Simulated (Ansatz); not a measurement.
`[SiH3][N]([SiH3])[GeH2][N]([SiH3])[SiH3]`. Charge 0, multiplicity 1. The structure was optimised at the PBE0-D4/def2-TZVP level. It is one conformer, not always the lowest.

```xyz
21

Si   -0.111   -2.388   -1.766
N    -0.624   -1.266   -0.551
Si   -2.135   -0.426   -0.691
Ge    0.461   -0.887    0.892
N     0.800    0.926    0.892
Si    0.358    1.897    2.256
Si    1.514    1.635   -0.520
H     1.299   -2.128   -2.161
H    -0.999   -2.221   -2.947
H    -0.198   -3.800   -1.300
H    -2.079    0.667   -1.698
H    -3.217   -1.366   -1.088
H    -2.456    0.165    0.636
H    -0.251   -1.196    2.219
H     1.752   -1.696    0.691
H     0.491    3.324    1.859
H     1.236    1.643    3.431
H    -1.044    1.624    2.670
H     2.067    0.535   -1.355
H     2.611    2.565   -0.140
H     0.524    2.395   -1.329
```

**Question.** What is the dipole moment at r2SCAN/def2-TZVPP? (An estimate is asked.)

**Answer.** Computed: 0.75 D, with components (0.26, -0.50, 0.50) D in this frame, pointing from negative to positive charge.

**Question.** And with PBE, B3LYP, ωB97M-V? (Best estimate.)

**Answer.** Computed: PBE 0.72 D, B3LYP 0.74 D, ωB97M-V 0.79 D.

**Question.** Give the Mulliken charges with r2SCAN, PBE, ωB97M-V in def2-TZVPP. (Estimate.)

**Answer.** Computed: 
```csv
atom,r2SCAN,PBE,ωB97M-V
Si1,0.35,0.24,0.21
N2,-0.45,-0.28,-0.43
Si3,0.34,0.24,0.20
Ge4,0.30,0.24,0.19
N5,-0.45,-0.29,-0.43
Si6,0.35,0.24,0.21
Si7,0.34,0.24,0.20
H8,-0.07,-0.05,-0.02
H9,-0.06,-0.05,-0.02
H10,-0.08,-0.06,-0.03
H11,-0.07,-0.06,-0.02
H12,-0.07,-0.05,-0.02
H13,-0.06,-0.05,-0.03
H14,0.02,0.01,0.06
H15,0.02,0.01,0.06
H16,-0.06,-0.05,-0.02
H17,-0.08,-0.06,-0.03
H18,-0.07,-0.05,-0.02
H19,-0.06,-0.05,-0.03
H20,-0.07,-0.05,-0.02
H21,-0.07,-0.06,-0.02
```

B3LYP here is the variant with VWN-RPA as its local correlation; programs differ in this.
